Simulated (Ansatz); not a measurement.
Geometry optimisation, Ansatz, RKS B3LYP/def2-SVP.

The input (input.yaml):

```yaml
crystal:
  periodic: [false, false, false]
  atoms:
    - { symbol: Al, position_ang: [-1.035944, 0.114774, -0.486764] }
    - { symbol: Br, position_ang: [2.292, -1.125317, 0.559062] }
    - { symbol: F, position_ang: [-0.788957, 0.252013, -2.112321] }
    - { symbol: F, position_ang: [-1.951675, -1.112669, 0.122871] }
    - { symbol: H, position_ang: [1.81274, 0.177957, 1.067157] }
    - { symbol: Cl, position_ang: [-0.328164, 1.693243, 0.849896] }
basis:
  gaussian: { orbitals: def2-SVP }
hamiltonian:
  xc: b3lyp
relax:
  f_tol: 0.03
  max_steps: 50
```

Command:

```bash
$ ansatz run input.yaml --threads 2 --pin off --max-ram 3072MiB --backend cpu --events-out ev --progress --plain --runs-dir out
```

**Question.** Where does it end, and by what steps?

**Answer.** It converged. After 12 steps the energy has fallen by 0.319 eV; Br2 moved furthest, 0.72 Å. Joined: Al1–Br2.

```
step  energy less start (eV)  largest force component (eV/Å)  accepted
   0                  0.0000                           0.960       yes
   1                 -0.1100                           0.233       yes
   2                 -0.1636                           0.731       yes
   3                 -0.2275                           1.095       yes
   4                 -0.2167                           0.892        no
   5                 -0.2813                           0.449       yes
   6                 -0.2977                           0.375       yes
   7                 -0.3132                           0.137       yes
   8                 -0.3165                           0.167       yes
   9                 -0.3138                           0.130        no
  10                 -0.3186                           0.064       yes
  11                 -0.3189                           0.082       yes
  12                 -0.3193                           0.005       yes
```

```xyz
6
Properties=species:S:1:pos:R:3
Al -0.767 0.073 -0.363
Br 1.649 -1.028 0.254
F -0.547 0.193 -2.003
F -1.726 -1.151 0.212
H 1.913 0.112 1.084
Cl -0.521 1.800 0.815
```

Time of the run: 24 s on 2 threads of Intel(R) Xeon(R) 6975P-C (Granite Rapids), with other jobs on the host, peak memory 0.25 GiB.
